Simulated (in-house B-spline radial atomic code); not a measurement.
## Response and correlation of Lu3+

Closed shell [Xe] 4f14. Computed with an all-electron radial atomic-structure program (B-spline basis): Dirac-Hartree-Fock, relativistic RPA (time-dependent Dirac-Hartree-Fock) for the response and second-order many-body perturbation theory for correlation, no-pair Dirac-Coulomb Hamiltonian, finite nucleus.

Command:
```bash
python run_mb.py task.json out
```
Settings (nuclear radius in fm, box in bohr, cutoff in hartree):
```
basis_form          2
Z                   71
core_configuration  [Xe] 4f14
rms_radius          5.37
mass_number         175
speed_of_light      137.036
box_radius          14.844
lmax                7
intervals           63
virtual_cutoff      126025.0
```

Cost of the run: 24 s on 1 thread of Arm Neoverse V1, with other jobs on the host.

```
multipole (bohr³, bohr⁵, bohr⁷)  uncoupled  coupled RPA
                         dipole     5.2049            ?
                     quadrupole      6.556       7.7681
                       octupole     33.381       44.161
```

Task: What is the coupled dipole polarisability?

Result: 4.2652 atomic units, -18 % against the uncoupled value.

Task: Which subshells carry the dipole polarisability?

Result: 5p3/2 53.3 %, 4f7/2 18.5 %, 5p1/2 16.5 %.

Task: What does the dipole shielding factor come to?

Result: The dipole shielding factor is 0.958, against the exact N/Z = 68/71 = 0.958 of the non-relativistic theorem.

Dipole polarisability at imaginary frequency:

```tsv
u (Eh)	α(iu) (bohr³)
0	4.265
0.4	3.874
1.2	2.54
2.4	1.361
4	0.7414
8	0.2934
16	0.1057
40	0.02389
```

Task: What dispersion coefficients follow for two such ions (the dispersion part alone)?

Result: C6 = (3/π)∫α(iu)²du = 21.3 hartree·bohr⁶ and C8 = 223.1 hartree·bohr⁸.

Lowest J = 1 odd-parity excitations:

| energy (eV) | oscillator strength | leading channel | weight |
| --- | --- | --- | --- |
| 13.303 | 0.00975 | 4f7/2 → d5/2 | 0.603 |
| 15.303 | 0.00549 | 4f5/2 → d5/2 | 0.792 |
| 15.794 | 0.138 | 4f5/2 → d3/2 | 0.69 |
| 28.857 | 0.008 | 5p3/2 → d3/2 | 0.758 |
| 32.077 | 0.108 | 4f7/2 → d5/2 | 0.939 |
| 33.114 | 0.0681 | 5p3/2 → s1/2 | 0.857 |
| 33.512 | 0.629 | 4f5/2 → d3/2 | 0.663 |
| 33.813 | 0.0146 | 4f5/2 → d5/2 | 0.95 |

Second-order correlation energy by the highest angular momentum of the excited pair (hartree): s -0.02976, p -0.2645, d -0.9231, f -1.779, g -1.229, h -0.4199, i -0.1928, k -0.09498.

Task: What is the second-order correlation energy at the partial-wave limit?

Result: The listed waves sum to -4.9329 hartree; extrapolating the increments as (l + 1/2)⁻⁴ gives -5.127 hartree, -2.05 eV per electron.
